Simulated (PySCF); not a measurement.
# Static response to an electric field

Compound: C₅H₃FO.
Geometry (GFN2-xTB, Å), atoms numbered from 1 in this order:
```xyz
10
C5H3FO angstrom
C     -2.3298   -0.2294   -0.3793
C     -1.3047    0.3457   -0.1325
C     -0.1319    1.1196    0.1688
O     -0.1778    2.3148    0.3636
C      1.1450    0.3731    0.2293
C      1.3357   -0.9262    0.0328
F      0.3708   -1.7946   -0.2602
H     -3.2046   -0.7681   -0.5983
H      2.0053    0.9838    0.4617
H      2.3008   -1.4140    0.0915
```

Level: CAM-B3LYP/def2-SVPD (PySCF), static field, nuclei fixed, core orbitals frozen in the response. The polarisability tensor in these axes (au):

```
x   72.82  1.46  5.33
y    1.46 73.47  6.28
z    5.33  6.28 39.74
```

Task: What are the eigenvalues, a third of the trace, and Δα (Δα² = ½Σ(αi − αj)² over the three pairs)?

Result: Principal values 37.89, 71.65 and 76.49 au; mean 62.01 au = 9.19 Å³ = 10.22 × 10⁻⁴⁰ C²·m²/J; Δα = 36.42 au (59 % of the mean).

Task: What is the dipole moment, and where does it point?

Result: (1.14, -2.96, -0.33) D, 3.18 D in size, pointing from the negative to the positive side. Measured along this direction, the outermost atoms are O4 at the negative end and H10 at the positive end.

Task: Form Σ f/ω² (atomic units) for the 8 lowest TDDFT singlets, given as eV and f, and set it beside the mean polarisability, which is this sum over all singlets: 3.81, 0.0000; 4.78, 0.0002; 5.54, 0.1363; 5.85, 0.2334; 7.01, 0.0002; 7.40, 0.0008; 7.50, 0.0009; 7.59, 0.0560.

Result: They add up to 9.09 au, 14.7 % of the 62.01 au; the largest single term is 5.05 au, from the state at 5.85 eV. Terms in order: 0.00, 0.01, 3.29, 5.05, 0.00, 0.01, 0.01, 0.72 au. Higher excitations give the rest. The strengths listed sum to 0.428.

Task: What are the principal values of the traceless quadrupole moment, Θ = ½Σq(3rr − r²1), about the centre of nuclear charge?

Result: -13.27, -1.89, 15.15 D·Å. The values depend on the origin, since the dipole doesn't vanish. The electronic extent ⟨r²⟩ about the same centre is 712 bohr², a root-mean-square distance of 2.00 Å for the 50 electrons.

Task: Give the principal axes and the span of the nuclei along them.

Result: Largest value along (0.62, 0.75, 0.22), where the nuclei span 4.78 Å; middle along (0.77, -0.64, 0.00), 4.67 Å; least along (-0.14, -0.17, 0.98), 0.01 Å. 

Task: Find the Langevin capture rate constant for H3+ (3.023 u) meeting this molecule (98.017 u), k = 2.342 × 10⁻⁹ cm³/s × √(α in Å³ / reduced mass in u).

Result: The reduced mass is 2.93 u, so k = 4.15 × 10⁻⁹ cm³/s. The formula leaves out the permanent dipole, which adds to the capture rate.

Isolated species at its GFN2-xTB geometry (one conformer only).

The run behind these numbers computed excited states as well. The run took 23 s of wall time (grids of density and orbitals included) on one thread, Arm Neoverse V2 (aarch64), no GPU, shared host with 32 logical CPUs at a one-minute load of 46, and the process peaked at 0.73 GiB of memory.
